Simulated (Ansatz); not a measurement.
`[NH2][Al]([F])[SiH3]` + `OP[SiH2][SiH3]` → `[NH2][Al]([F])[PH]O` + `[SiH3][SiH2][SiH3]`  (redistribution)

Calculated with Ansatz (gas phase, PBE0-D4/def2-TZVP geometries, no zero-point term in ΔE). CCSD(T)/CBS is the MP2 limit (def2-TZVPP, def2-QZVPP) plus CCSD(T) − MP2 in def2-TZVPP, frozen cores. Functionals use def2-TZVPP. One conformer a species, not always the lowest.

`[NH2][Al]([F])[SiH3]`:

Cartesian coordinates in Å:
```
N 0.465 0.794 -1.805
Al 0.201 0.872 -0.067
F 0.407 2.343 0.660
Si -0.438 -1.063 1.269
H 0.369 -0.044 -2.355
H 0.732 1.570 -2.389
H 0.592 -1.371 2.299
H -1.728 -0.830 1.976
H -0.600 -2.271 0.412
```

`OP[SiH2][SiH3]`:

Z-matrix (Å, degrees):
```
Si
P 1 2.261
Si 1 2.342 2 107.5
H 1 1.489 2 112.1 3 -121.5
H 1 1.489 2 108.5 3 118.6
O 2 1.665 1 100.3 3 165.6
H 2 1.426 1 92.5 3 65.7
H 3 1.488 1 110.2 2 -60.2
H 3 1.487 1 110.3 2 59.7
H 3 1.487 1 110.3 2 179.9
H 6 0.960 2 109.1 1 140.7
```

`[NH2][Al]([F])[PH]O`:

Cartesian coordinates in Å:
```
N -0.641 1.680 -0.088
Al -0.068 0.422 0.992
F -0.191 0.623 2.627
P 0.996 -1.483 0.163
O 0.501 -1.291 -1.428
H -0.624 1.583 -1.091
H -1.070 2.549 0.184
H -0.031 -2.352 0.648
H 1.128 -1.730 -2.007
```

`[SiH3][SiH2][SiH3]`:

```xyz
11

Si   -1.309    0.631   -1.302
Si    0.586   -0.531   -0.577
Si    0.880   -0.242    1.725
H    -1.519    0.462   -2.766
H    -1.154    2.081   -1.007
H    -2.513    0.129   -0.587
H     1.787   -0.030   -1.302
H     0.430   -1.981   -0.883
H    -0.314   -0.750    2.453
H     1.043    1.204    2.034
H     2.082   -0.972    2.211
```

```
             level  ΔE (kJ/mol)  difference from CCSD(T)/CBS
            PBE-D4        -10.4                          1.6
           PBE0-D4        -11.8                          0.2
               PBE         -9.5                          2.5
    MP2/def2-TZVPP        -13.8                         -1.8
SCS-MP2/def2-TZVPP        -12.9                         -0.9
   CCSD/def2-TZVPP        -12.9                         -0.9
CCSD(T)/def2-TZVPP        -12.5                         -0.5
     HF/def2-QZVPP        -12.2                         -0.2
      HF/CBS(def2)        -12.1                         -0.1
    CCSD/CBS(def2)        -12.4                         -0.4
       CCSD(T)/CBS        -12.0                            0
```

Largest T1 diagnostic among the species: 0.014.
